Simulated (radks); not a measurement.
Q: The gadolinium ion Gd27+, configuration [Kr] 7p1 (not the ground configuration). Method: Dirac Kohn-Sham, BLYP, spin-unpolarised, spherical densities, point nucleus; open shells fill j = l - 1/2 first; computed with a radial shooting solver on a logarithmic mesh with Libxc functionals. Some entries of the table are withheld. Estimate them.

orbital  occ.  eigenvalue (Ry)  r(max) (bohr)  <1/r> (bohr^-1)
1s1/2       2        -3749.237        0.01391            71.68
2s1/2       2        -677.2645        0.07914            17.11
2p1/2       2        -646.7436        0.05980            17.08
2p3/2       4        -595.5327        0.06562            15.10
3s1/2       2              (1)            (2)            6.298
3p1/2       2        -188.8465         0.2105            6.214
3p3/2       4        -178.0970         0.2226            5.713
3d3/2       4        -155.7995         0.1763            5.592
3d5/2       6        -153.4335         0.1797            5.468
4s1/2       2        -86.71403         0.4904            2.911
4p1/2       2        -81.35237         0.4894            2.840
4p3/2       4        -78.23908         0.5098            2.680
7p1/2       1        -20.20951          2.207           0.7219
7p3/2       0        -19.84159          2.249           0.6852

A: 
(1) 3s1/2 eigenvalue (Ry): -201.9329
(2) 3s1/2 r(max) (bohr): 0.2234
